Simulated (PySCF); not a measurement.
Functional dependence of a UV spectrum

Compound: germanium monoselenide, GeSe.
SMILES: `[Ge-]#[Se+]`

Linear-response calculations in the def2-SVPD basis (PySCF; singlets by full response, triplets Tamm–Dancoff, core orbitals frozen in the response; HF means time-dependent Hartree–Fock). 'Strongest' is the level of largest summed f among the singlets computed (10 roots, of which the last may lack a degenerate partner); it can jump between rows when another state enters that window. S1 is the lowest singlet of each run and needn't be the same state throughout; f(S1) is that of one state. Isolated species at its PBE0-D3(BJ)/def2-SVP geometry, gas phase. Relativistic effects, spin–orbit coupling among them, are left out although an element past zinc is present.

```tsv
functional	kind	S1 (eV)	f(S1)	strongest (eV)	T1 (eV)	HOMO (eV)	gap (eV)	ionisation energy, ΔSCF (eV)
LDA	LDA	3.43	0.000	6.99	2.87	-6.83	3.43	10.17
PBE	GGA	3.46	0.000	6.89	2.74	-6.67	3.46	9.89
PBE0	global hybrid, 25% exact exchange	3.47	0.000	7.19	2.71	-7.65	5.13	9.83
BHandHLYP	global hybrid, 50% exact exchange	3.41	0.000	7.22	2.75	-8.42	6.71	9.62
CAM-B3LYP	range-separated hybrid	3.34	0.000	7.16	2.76	-8.78	7.26	9.78
wB97X-D	range-separated hybrid	3.41	0.000	7.28	2.88	-9.37	8.52	9.79
LC-wPBE	range-separated hybrid	3.42	0.000	7.58	2.74	-10.05	9.53	9.71
HF	Hartree–Fock	3.53	0.000	7.17	2.59	-9.72	10.04	not settled
```

**Question.** What does B3LYP (global hybrid, 20% exact exchange) give?

**Answer.** S1 (eV) 3.39, f(S1) 0.000, strongest (eV) 6.98, T1 (eV) 2.75, HOMO (eV) -7.40, gap (eV) 4.71, ionisation energy, ΔSCF (eV) 9.86. S1 runs from 3.34 eV (CAM-B3LYP) to 3.53 eV (HF), a spread of 0.19 eV, while the orbital gap spreads over 6.6 eV. −ε(HOMO) comes closest to its own ΔSCF ionisation energy with LC-wPBE (+0.34 eV) and misses most with LDA (-3.34 eV). 'Not settled' means that the ion's SCF failed to converge or may have ended in another state than the lowest.
